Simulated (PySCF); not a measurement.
## Relaxation of doublet Ti(OH)₃

Level of theory: PySCF, UPBE0, basis Ti def2-TZVP, O def2-TZVP, H def2-TZVP (no relativity, density fitting). A (50,194) grid was used.

A hand-made trigonal pyramidal (heavy-atom frame) start, of C3 symmetry, held to at least that symmetry:

```xyz
7
charge 0 multiplicity 2, angstrom
Ti    0.0000    0.0000   -0.4904
O     1.7571    0.0000    0.4438
O    -0.8785    1.5217    0.4438
O    -0.8785   -1.5217    0.4438
H     2.3019   -0.7354    0.7335
H    -0.5141    2.3612    0.7335
H    -1.7878   -1.6258    0.7335
```

**Question.** What does it relax to?

**Answer.** It ends at C3h with O–H 0.954 Å (×3), Ti–O 1.803 Å (×3); H–O–Ti 151.1° (×3), O–Ti–O 120.0° (×3) (after a last refinement on a finer grid). A frequency run shows a minimum. Other isomers or separated fragments may lie lower.

**Question.** How much energy is released, and in how many steps?

**Answer.** 198.9 kJ/mol in 17 steps.

Open d and f shells are described by one determinant, and the ground state may have another occupation or spin.

The relaxation took 86 s on 4 threads of a shared Arm Neoverse V1 host, with 156 basis functions and 20 gradients; the process peaked at 1.2 GiB.
